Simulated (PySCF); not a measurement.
F₃H₃O₃Si₂, SMILES O[Si](O)(O)[Si](F)(F)F.

The structure is a stationary point at PBE0-D3(BJ)/def2-SVP. This is a generated structure with no PubChem entry under its InChIKey; it may be hypothetical. Other conformers were not sampled.

Two levels are set side by side: PBE/def2-TZVP (PySCF) and PBE0/def2-TZVP (PySCF). Same geometry, gas phase. Differences are taken from unrounded values.

| quantity | PBE0 |
|---|---|
| orbital gap (eV) | 8.44 |
| highest occupied level (eV) | -8.75 |
| lowest empty level (eV) | -0.31 |
| dipole moment (D) | 1.45 |

What does PBE give, and how far is it from PBE0? (Estimate from the structure and the level; the computed values follow.)


```csv
quantity,PBE,PBE minus PBE0
orbital gap (eV),6.13,-2.31
highest occupied level (eV),-7.28,1.48
lowest empty level (eV),-1.15,-0.84
dipole moment (D),1.49,0.03
```

PBE's occupied levels lie high since its potential decays too fast outside the molecule; exact exchange lowers them and widens the gap. Differences between two approximate levels are no errors against the true value.

Rough cost on one machine, each run with all the roots and properties that it gave: PBE0 against PBE within a factor of 2.
